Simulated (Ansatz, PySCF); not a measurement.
C$_{2}$H$_{6}$F$_{3}$GeN (SMILES C[N](C)[Ge]([F])([F])[F]), singlet, geometry from GFN2-xTB, with bond 11-3 at 1.8 times its length. Base run: CASSCF(2,2)/STO-3G in PySCF.

The PySCF input:
```python
from pyscf import gto, scf, mcscf
import numpy

mol = gto.M(
    atom='''
C    -1.79620319   -1.31450178    0.88791672
N    -1.28299365   -0.05782077    0.35994759
C    -2.26037599    0.65641447   -0.44997487
Ge    0.47050009    0.07005584   -0.06003412
F     1.20598555   -0.68946035   -1.43408802
F     0.88954828    1.70971840   -0.28618063
F     1.41593615   -0.52536825    1.23103433
H    -2.65221526   -1.09212176    1.52707457
H    -2.11473617   -1.99999562    0.09609305
H    -1.02677222   -1.79734463    1.48926755
H    -2.87453901   -0.40421868   -1.99286642
H    -3.11946062    0.89184086    0.18032689
H    -1.82404018    1.58792138   -0.80870878
''',
    basis='sto-3g',
    verbose=3,
)

mf = scf.RHF(mol)
mf.kernel()
mc = mcscf.CASSCF(mf, 2, 2)
mc.fix_spin_(ss=0.0)
mc.kernel()
occ = numpy.linalg.eigvalsh(mc.fcisolver.make_rdm1(mc.ci, mc.ncas, mc.nelecas))[::-1]
ss = mc.fcisolver.spin_square(mc.ci, mc.ncas, mc.nelecas)[0]
print('natural occupations', occ.round(4), ' <S^2>', round(ss, 4))
```

Programs used: Ansatz (a quantum-chemistry and plane-wave program), PySCF; a row that names a program was run with it.

The base run was repeated with changes; each row names its change, and settings that it needs were set with it.

```
change                                                ΔE vs base (kcal/mol)                      natural occupations  <S^2> of the state
----------------------------------------------------  ---------------------  ---------------------------------------  ------------------
base                                                                  0.000                                1.72 0.28                0.00
active space = 6 electrons, 7 orbitals                               -20.18       1.98 1.97 1.72 0.28 0.04 0.01 0.00                0.00
code = ansatz; correction = SC-NEVPT2, all electrons                 -139.9                                        -                   -
start = MP2 natural orbitals                                          0.000                                1.72 0.28                0.00
code = ansatz                                                         0.015                                        -                   -
conv_tol = 1e-5                                                       0.000                                1.72 0.28                0.00
active space = 8 electrons, 8 orbitals                               -33.70  1.98 1.97 1.96 1.72 0.28 0.04 0.02 0.02                0.00
active space = 2 electrons, 4 orbitals                               -0.031                      1.72 0.28 0.00 0.00                0.00
orbitals = fixed (CASCI)                                              29.36                                1.87 0.13                0.00
correction = SC-NEVPT2                                               -140.0                                1.72 0.28                0.00
state_average = 2 states                                              59.09                                        -                   -
```

Active orbitals are taken around the Fermi level unless the row says otherwise; CASSCF can end in different local minima, and two programs can end on different orbitals. State-averaged rows give the lowest state.
